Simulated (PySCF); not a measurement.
Compound: C₃H₆OSi.
Z-matrix (Å and degrees, GFN2-xTB geometry), rows numbered from 1:
```
C 
C   1  1.3316
Si  2  1.8972  1  127.02
C   2  1.4593  1  120.52  3  -179.98
O   4  1.2066  2  122.65  1   179.93
H   1  1.0774  2  121.72  3    -0.01
H   1  1.0816  2  122.06  3   179.98
H   3  1.4668  2  106.56  1    -0.02
H   3  1.4598  2  108.43  1  -118.89
H   3  1.4599  2  108.41  1   118.80
H   4  1.1087  2  116.26  1    -0.05
```

Level of theory: TDDFT CAM-B3LYP/def2-SVPD, vertical, gas phase, core orbitals frozen in the response in PySCF 2.14.0, density-fitted response routines.

Computed states:

| state | E (eV) | f |
| --- | --- | --- |
| S1 | 3.83 | 0.0006 |
| S2 | 5.96 | 0.0005 |
| S3 | 6.27 | 0.332 |
| S4 | 7.02 | 0.0001 |
| S5 | 7.38 | 0.0001 |
| S6 | 7.56 | 0.026 |
| S7 | 7.65 | 0.032 |
| S8 | 8.00 | 0.0081 |

Each state is given a Gaussian of 0.25 eV full width at half maximum, with ε(max) = 2.175×10⁸ f / Δν̃ (Δν̃ the width in cm⁻¹). The width is an assumption, not a result. The curve ends short of the highest state used, and states not computed would add to its high-energy end.

**Question.** What does the envelope look like, and where are its maxima?

**Answer.** 
```
E (eV)  ε (L mol⁻¹ cm⁻¹)
  3.46                 0
  3.55                 2
  3.64                12
  3.73                39
  3.82                61
  3.92                44
  4.01                15
  4.10                 3
  4.19                 0
  4.28                 0
  4.37                 0
  4.47                 0
  4.56                 0
  4.65                 0
  4.74                 0
  4.83                 0
  4.93                 0
  5.02                 0
  5.11                 0
  5.20                 0
  5.29                 0
  5.38                 0
  5.48                 0
  5.57                 0
  5.66                 1
  5.75                 8
  5.84                38
  5.93               253
  6.03              2713
  6.12             12868
  6.21             30176
  6.30             34531
  6.39             19262
  6.49              4335
  6.58               530
  6.67                32
  6.76                 2
  6.85                 3
  6.94                 9
  7.04                12
  7.13                 8
  7.22                23
  7.31               201
  7.40              1112
```

Maxima: 324 nm (3.83 eV), ε about 61, made up of S1 (100%); 198 nm (6.27 eV), ε about 36000, made up of S3 (100%); 177 nm (7.02 eV), ε about 12, made up of S4 (100%) (ε in L mol⁻¹ cm⁻¹; maxima over ε = 5, shares over 10%). At its high-energy end, 7.40 eV, the curve is still rising (ε about 1100, from S6 and S7).

**Question.** Coming from long wavelengths, where does ε first pass 100 L mol⁻¹ cm⁻¹?

**Answer.** At about 210 nm (5.89 eV), 2.06 eV above S1.

**Question.** What would ε be at 6.27 eV, the highest of these maxima, with half the width (0.125 eV)?

**Answer.** About 71500 L mol⁻¹ cm⁻¹ against 35800, a factor of about 2.00; a lone state at its own centre would give exactly 2.

**Question.** On this curve, what absorbance would a 10⁻⁵ mol/L sample give at 308 nm over a 1 cm path?

**Answer.** 308 nm is 4.025 eV, where ε is about 12 L mol⁻¹ cm⁻¹, so A = ε c l ≈ 0.00012 (Beer–Lambert, with the gas-phase spectrum and the assumed width).

One conformer stands for the species.
